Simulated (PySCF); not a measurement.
Species: C3H10N2Si.
SMILES with atom numbers: `[CH2:1]=[N:2][SiH2:3][N:4]([CH3:5])[CH3:6]` (hydrogens: H7, H8 on C1; H9, H10 on Si3; H11, H12, H13 on C5; H14, H15, H16 on C6)

The same species was optimised twice, with GFN2-xTB and with PBE0-D3(BJ)/def2-SVP (PySCF), and the same property calculations (PySCF, gas phase) were run on both structures.

```
      coordinate  GFN2-xTB  PBE0-D3(BJ)/def2-SVP  change
      N2–Si3 (Å)     1.729                 1.753  +0.024
       C1=N2 (Å)     1.244                 1.259  +0.015
      Si3–N4 (Å)     1.716                 1.726  +0.010
       N4–C6 (Å)     1.438                 1.439  +0.001
       N4–C5 (Å)     1.442                 1.442   0.000
   C1–N2–Si3 (°)     132.1                 127.4    -4.7
   N2–Si3–N4 (°)     103.5                 107.1    +3.6
   Si3–N4–C6 (°)     120.0                 122.7    +2.7
    C5–N4–C6 (°)     112.3                 114.7    +2.4
   Si3–N4–C5 (°)     122.8                 120.7    -2.1
C1–N2–Si3–N4 (°)      -135                  -130      +5
N2–Si3–N4–C5 (°)       -34                   -49     -15
```

Rotational constants: A = 5899, B = 1726, C = 1438 MHz (GFN2-xTB) against A = 5588, B = 1646, C = 1447 MHz (PBE0-D3(BJ)/def2-SVP). Point groups within 0.08 Å: C1 and C1.

On the GFN2-xTB structure: lowest singlet, TDDFT (eV) 4.07 [CAM-B3LYP/def2-SVPD]; isotropic polarisability (au) 79.5 [CAM-B3LYP/def2-SVPD]; HOMO (eV) -7.61 [CAM-B3LYP/def2-SVPD]; LUMO (eV) 0.40 [CAM-B3LYP/def2-SVPD]; dipole (D) 0.80 [CAM-B3LYP/def2-SVPD].

What do these properties become on the PBE0-D3(BJ)/def2-SVP structure?

```tsv
property	level	on GFN2-xTB	on PBE0-D3(BJ)/def2-SVP	change
lowest singlet, TDDFT (eV)	CAM-B3LYP/def2-SVPD	4.07	4.08	+0.01
isotropic polarisability (au)	CAM-B3LYP/def2-SVPD	79.5	81.3	+1.8
HOMO (eV)	CAM-B3LYP/def2-SVPD	-7.61	-7.66	-0.05
LUMO (eV)	CAM-B3LYP/def2-SVPD	0.40	0.36	-0.04
dipole (D)	CAM-B3LYP/def2-SVPD	0.80	0.98	+0.18
energy, GFN2-xTB geometry as zero (kcal/mol)	CAM-B3LYP/def2-SVPD	0.0	-2.4	-2.4
```

The heavy atoms differ by 0.201 Å rms after alignment. Among bonds between heavy atoms N2–Si3 changes most (+0.024 Å). Changes are differences of the printed values. Neither structure is proved a minimum here.

Shape of the structure used: `[CH2:1]=[N:2][SiH2:3][N:4]([CH3:5])[CH3:6]`: C1–N2–Si3–N4 -130°, N2–Si3–N4–C5 -49°.
